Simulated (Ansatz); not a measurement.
`[OH][SnH2][F]` + HBr → `[OH][SnH2][Br]` + H–F  (ligand exchange at the Sn–F bond)

Computed with Ansatz on PBE0-D4/def2-TZVP structures; ΔE is electronic, products minus reactants. CCSD(T)/CBS adds triple-zeta CCSD(T) − MP2 to the extrapolated MP2 energy (def2 sets, frozen cores). This one scheme is used for every species. DFT in def2-TZVPP. def2 core potentials past Kr. For Br, Sn outer-core shells are correlated without core-valence functions, which leaves a few kJ/mol of doubt a bond. Scalar relativity is left out up to krypton. Each species was taken in one conformer, which may not be the lowest.

`[OH][SnH2][F]`:

```xyz
6

O     0.845    1.099   -0.615
Sn   -0.196   -0.190    0.410
F    -1.665   -0.677   -0.729
H     1.197    0.750   -1.437
H     0.653   -1.645    0.646
H    -0.833    0.664    1.725
```

HBr:

Z-matrix (Å, degrees):
```
Br
H 1 1.420
```

`[OH][SnH2][Br]`:

```xyz
6

O     1.332   -0.725    0.349
Sn   -0.202    0.222   -0.403
Br   -2.180   -0.396    0.959
H     1.431   -0.604    1.297
H    -0.006    1.905   -0.235
H    -0.375   -0.402   -1.968
```

H–F:

```xyz
2

F    -0.374    0.132    0.234
H     0.374   -0.132   -0.234
```

```tsv
level	ΔE (kJ/mol)
PBE0	-49.0
MP2/def2-TZVPP	-52.0
```

Q: What does CCSD(T)/CBS give? (Estimate.)

A: Ansatz gave: -50.5 kJ/mol. The listed levels differ from it by 1.5, -1.5 kJ/mol.

Largest T1 diagnostic among the species: 0.014.

From PBE to PBE0 (25 % exact exchange), in def2-TZVPP and without D4, ΔE moves by −8.2 kJ/mol. Leaving LDA and LC-ωPBE aside and taking each functional with its dispersion term where it has one, the values, not all of them listed here, spread over 20.0 kJ/mol, from PBE-QIDH to B97M-V. LDA lies −4.2 kJ/mol from PBE without D4.
